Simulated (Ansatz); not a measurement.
The cluster Ge12N. Charge 0, multiplicity 2. Geometry PBE-D4/def2-SVP, basis def2-TZVP, Ansatz.

```xyz
13

N     0.4389    1.6279   -0.2301
Ge   -0.5146    1.3991    1.4624
Ge   -1.4300   -0.5401   -2.3512
Ge    2.3551    1.8075    0.1807
Ge   -2.9192    1.1583   -1.1339
Ge    0.0359   -2.2193   -0.7244
Ge   -1.9822   -0.6042    0.4390
Ge    2.5105   -1.2754    0.1240
Ge    0.2704   -1.1622    1.8304
Ge   -1.5133   -2.9061    1.3729
Ge    2.3333    0.1704    2.3090
Ge   -0.5905    2.3676   -1.7402
Ge    1.0059    0.1766   -1.5385
```

```json
{"run": "A", "HOMO (eV)": "-5.46", "LUMO (eV)": "-3.98"}
{"run": "B", "HOMO (eV)": "-4.77", "LUMO (eV)": "-4.45"}
{"run": "C", "HOMO (eV)": "-4.71", "LUMO (eV)": "-4.36"}
{"run": "D", "HOMO (eV)": "-5.07", "LUMO (eV)": "-4.47"}
```

Single mean-field runs in def2-TZVP are fitted with def2-universal-jkfit. Another isomer (doublet) lies 0.15 eV lower at PBE0-D4/def2-TZVP; other spin states weren't run for this one.

HOMO and LUMO are taken over both spins.

Task: The runs used PBE, PBE0, r2SCAN, revPBE. Estimate which is which.

Result: A PBE0 (25 % exact exchange); B PBE (0 % exact exchange); C revPBE (0 % exact exchange); D r2SCAN (0 % exact exchange). Exact exchange lowers occupied and raises empty levels; among semilocal functionals meta-GGAs tend to open the gap a little, and such runs are hard to tell apart. The gap grows from 0.32 eV (PBE) to 1.47 eV (PBE0).
